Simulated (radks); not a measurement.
Values are calculated unless marked as measured or tabulated.
The terbium ion Tb2+ inside a hard spherical wall (all orbitals vanish at R), configuration held at [Xe] 4f9 and not refilled when levels cross. Code: a radial shooting solver on a logarithmic mesh with Libxc functionals. Model: scalar-relativistic Kohn-Sham, PBE, spin-unpolarised, spherical densities, finite nucleus; Fermi nuclear charge, rms radius 5.06 fm. Eigenvalues in eV, with the zero of energy where the potential of the charges vanishes at infinity; a dash marks a level that is unbound or too diffuse for the functional's potential to be trusted. A positive occupied level is held by the wall or, in an anion where self-interaction has pushed it up, behind a barrier. The pressure on the wall is -dE/dV.

R (bohr)  E (hartree)  kinetic (hartree)    e(4d)    e(5s)    e(5p)    e(4f)  e(6s, empty)  e(5d, empty)  pressure (GPa)
free      -11707.3683          12598.600  -160.70  -61.411  -38.692  -16.825       -14.329       -13.587               0
15        -11707.3683          12598.600  -160.70  -61.411  -38.692  -16.825       -14.329       -13.587        < 0.0001
12        -11707.3683          12598.600  -160.70  -61.411  -38.692  -16.825       -14.329       -13.587        < 0.0001
10        -11707.3683          12598.600  -160.70  -61.411  -38.692  -16.825       -14.328       -13.587        < 0.0001
7         -11707.3682          12598.601  -160.69  -61.405  -38.687  -16.817       -14.167       -13.547         0.00671
6         -11707.3678          12598.605  -160.66  -61.380  -38.665  -16.784       -13.696       -13.418          0.0706
4         -11707.3218          12598.997  -159.44  -60.502  -37.795  -15.636        -5.829       -10.855            16.5
3.5       -11707.2088          12599.824  -157.69  -59.217  -36.403  -13.976         2.351        -7.947            76.0
3         -11706.8035          12602.379  -153.48  -56.039  -32.729   -9.977        19.699        -1.476             376
2.5       -11705.2950          12610.335  -143.50  -47.752  -22.696   -0.371        59.166        13.976            2050
1.5       -11671.3195          12739.726  -61.717   68.609   114.82   86.242        448.95        186.21          121000
